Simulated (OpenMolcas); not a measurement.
**Au3+: ligand-field states by method**

Au3+ with its 6 nearest fluoride ions at 2.157 Å, on the Cd site of idealised cubic KCdF3 (a = 4.302 Å, distance in the model lattice 2.151 Å). The rest of the host is ab initio model potentials to 7.6 Å, with orthogonalisation functions on the cations behind the ligands, and point charges beyond; the distance is set by hand and nothing relaxes, and no local charge compensation is placed. Ligand basis ANO-RCC-VDZP.

```yaml
Program: OpenMolcas
Basis: ANO-RCC-VTZP [8s7p5d3f1g]
Scalar_Hamiltonian: DKH2, point nucleus
Active_space: 8 electrons in 5 orbitals (5d)
State_averaging: 2S+1 = 3 even, 10 roots; 2S+1 = 1 even, 15 roots
Spin-orbit_coupling: RASSI with atomic mean-field integrals over the reference wave functions
```

I. CASSCF
II. SS-CASPT2, IPEA 0.25 Eh, imaginary shift 0.1 Eh (closed shells correlated: 5s 5p and the ligand valence shells)

Spin-free states (labels of O, the rotations of Oh) in cm-1, each column counted from its own energy of the first state listed:

```json
{"State": "3A2", "Degeneracy": "1", "I": "0", "II": "0"}
{"State": "1E", "Degeneracy": "2", "I": "11976", "II": "5340"}
{"State": "3T2", "Degeneracy": "3", "I": "17708", "II": "21850"}
{"State": "1A1", "Degeneracy": "1", "I": "21670", "II": "12450"}
{"State": "3T1", "Degeneracy": "3", "I": "25315", "II": "27290"}
```

From I to II, I's first state of the same spin (3T2) moves from 17708 to 21850 cm-1, by about +4100 cm-1.

From I to II, I's first state of another spin (1E) moves from 11976 to 5340 cm-1, by about -6600 cm-1.

I: A least-squares ligand-field fit to the states below 45000 cm-1, each weighted by its degeneracy and with a free common offset, gives 10Dq = 17414 cm-1, B = 826 cm-1 and C = 2691 cm-1 (C/B = 3.26), with an rms deviation of 115 cm-1. The same method and metal basis give the free ion B = 937 cm-1 (fit to its terms below 60000 cm-1, rms deviation 6 cm-1), so the nephelauxetic ratio is β = 826 / 937 = 0.88; it hangs on how both fits weigh the states, and computed free-ion B values tend to be too large, so β mixes covalency with correlation.

χT at 300 K: I 1.64, II 1.55 cm3 K/mol.

The states above are spin-free; spin-orbit coupling is strong here and shifts and splits them by thousands of cm-1.

Roots that are degenerate in the reference are averaged as groups; the widest CASPT2 spread within a group is 110 cm-1 (the 3-fold group of multiplicity 1 near 29800 cm-1 above the lowest state of its run, II). Shifts and gaps below about the spread of the groups concerned are not significant. Over all roots computed the reference weight is 0.68 to 0.71 in II; a low but even weight reflects the number of correlated electrons. Real 4d8 and 5d8 ions are as a rule square planar and diamagnetic. The least metal-like active orbital is 78 % on the metal (Löwdin) and no ligand orbital is active, so the numbers are rough. Ligand-to-metal charge-transfer states are missing. With no ligand orbital active B as a rule stays too high, so bands that hang on it stand too high and its fall with covalency is understated. Without dynamic correlation the repulsion within the d shell is too large (B by tens of per cent), so at a given field states of lower spin stand too high (holds for I). With metal d orbitals alone the field can be off either way by tens of per cent (holds for I). With one d shell and no ligand orbital active, 10Dq can be off by a tenth or more (holds for II). No measured value stands beside these numbers; the geometry was set by hand and not optimised.
